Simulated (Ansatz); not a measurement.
Geometry optimisation, Ansatz 0.2.0, RKS B3LYP-D4/def2-SVP.

The input (input.yaml):

```yaml
crystal:
  periodic: [false, false, false]
  atoms:
    - { symbol: Hf, position_ang: [-0.649434, -0.634743, 0.496768] }
    - { symbol: Cl, position_ang: [1.55059, 1.787232, -1.917355] }
    - { symbol: Cl, position_ang: [-0.162271, -2.181304, -1.181513] }
    - { symbol: Cl, position_ang: [-1.153744, -1.692541, 2.51333] }
    - { symbol: Cl, position_ang: [-2.299691, 0.90515, -0.091237] }
    - { symbol: H, position_ang: [1.672776, 1.416531, -0.660455] }
    - { symbol: H, position_ang: [1.041673, 0.399676, 0.840463] }
basis:
  gaussian: { orbitals: def2-SVP }
hamiltonian:
  xc: b3lyp
  dispersion: d4
relax:
  f_tol: 0.03
  max_steps: 50
```

Command:

```bash
$ ansatz run input.yaml --threads 2 --pin off --max-ram 3072MiB --backend cpu --events-out ev --progress --plain --runs-dir out
```

Problem. Where does it end, and by what steps?

Solution. The run converged. The force dipped under the threshold on the way, but the program's further checks kept it going. After 12 steps the energy has fallen by 0.252 eV; Cl2 moved furthest, 0.80 Å. Joined: Hf1–Cl2.

| step | energy less start (eV) | largest force component (eV/Å) | accepted |
| --- | --- | --- | --- |
| 0 | 0.0000 | 1.285 | yes |
| 1 | 0.0213 | 2.257 | no |
| 2 | -0.1396 | 0.235 | yes |
| 3 | -0.1583 | 0.136 | yes |
| 4 | -0.1744 | 0.295 | yes |
| 5 | -0.1926 | 0.470 | yes |
| 6 | -0.2100 | 0.610 | yes |
| 7 | -0.2207 | 0.830 | yes |
| 8 | -0.2440 | 0.256 | yes |
| 9 | -0.2452 | 0.181 | yes |
| 10 | -0.2509 | 0.082 | yes |
| 11 | -0.2515 | 0.008 | yes |
| 12 | -0.2516 | 0.010 | yes |

```xyz
7
Properties=species:S:1:pos:R:3
Hf -0.493 -0.477 0.364
Cl 0.991 1.269 -1.660
Cl 0.016 -2.138 -1.228
Cl -1.169 -1.632 2.276
Cl -2.211 1.074 -0.077
H 1.866 1.597 -0.764
H 1.001 0.307 1.090
```

Whether the end is a true minimum wasn't checked by a vibrational analysis.

Run time: 59 s on 2 threads of Arm Neoverse V1 (shared host), peak memory 0.29 GiB.
